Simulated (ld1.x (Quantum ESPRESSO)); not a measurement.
Scattering properties, TM potential for Ba

- Element: barium (Ba)
- Generator: ld1.x (Quantum ESPRESSO) 7.5
- Type: norm-conserving Troullier–Martins (Kleinman–Bylander form)
- Functional: LDA (PZ)
- Relativity: scalar-relativistic
- Frozen core: [Kr] 4d10
- Valence charge: 10
- Reference configuration: 5s2 5p6 5d0 6s0 6p0 (charge +2)
- Partial waves: 5p (bound): rc 2.75 bohr; 5d (bound, empty): rc 2.35 bohr; 5s (bound): rc 1.95 bohr
- Local potential: the s channel
- Core correction: Bessel-smoothed model core inside 1.60 bohr

The phase is arctan(r·u′/u) with u = r·R(r), unwrapped; energies in Ry, scanned from -5 to 5 Ry. A pole is an energy at which the radial function vanishes at the test radius. The pseudo phase is shifted by a multiple of π to meet the all-electron one at the reference energy, and phase errors are pseudo minus all-electron; the curves can meet again beyond the range given. Levels narrower than the energy grid can be missing from the lists of poles.

```
channel  radius (bohr)  reference energy (Ry)  poles, all-electron  poles, pseudo  unbroken range about the reference energy with phases within 0.05 rad  phase error 1 Ry above the reference energy (rad)
      s           2.98                  -3.40          -3.25, 2.54    -3.25, 1.94                                                             below -1.0                                             -0.002
      p           2.98                  -2.28          -1.95, 3.78    -1.95, 3.49                                                              below 0.0                                             -0.004
      d           2.98                  -0.96                 0.06           0.05                                                              below 1.9                                             -0.002
```

Phases in the p channel:

```json
{"E (Ry)": "-5.00", "all-electron": "1.380", "pseudo": "1.380"}
{"E (Ry)": "-4.48", "all-electron": "1.359", "pseudo": "1.359"}
{"E (Ry)": "-3.96", "all-electron": "1.327", "pseudo": "1.327"}
{"E (Ry)": "-3.44", "all-electron": "1.270", "pseudo": "1.269"}
{"E (Ry)": "-2.92", "all-electron": "1.104", "pseudo": "1.102"}
{"E (Ry)": "-2.40", "all-electron": "-0.825", "pseudo": "-0.826"}
{"E (Ry)": "-1.88", "all-electron": "-1.599", "pseudo": "-1.601"}
{"E (Ry)": "-1.36", "all-electron": "-1.729", "pseudo": "-1.733"}
{"E (Ry)": "-0.84", "all-electron": "-1.825", "pseudo": "-1.833"}
{"E (Ry)": "-0.32", "all-electron": "-1.959", "pseudo": "-1.982"}
{"E (Ry)": "0.20", "all-electron": "-2.263", "pseudo": "-2.360"}
{"E (Ry)": "0.72", "all-electron": "-3.258", "pseudo": "-3.550"}
{"E (Ry)": "1.24", "all-electron": "-4.181", "pseudo": "-4.288"}
{"E (Ry)": "1.76", "all-electron": "-4.456", "pseudo": "-4.504"}
{"E (Ry)": "2.28", "all-electron": "-4.572", "pseudo": "-4.602"}
{"E (Ry)": "2.80", "all-electron": "-4.637", "pseudo": "-4.660"}
{"E (Ry)": "3.32", "all-electron": "-4.681", "pseudo": "-4.701"}
{"E (Ry)": "3.84", "all-electron": "-4.716", "pseudo": "-4.734"}
{"E (Ry)": "4.36", "all-electron": "-4.747", "pseudo": "-4.765"}
{"E (Ry)": "4.88", "all-electron": "-4.777", "pseudo": "-4.797"}
```
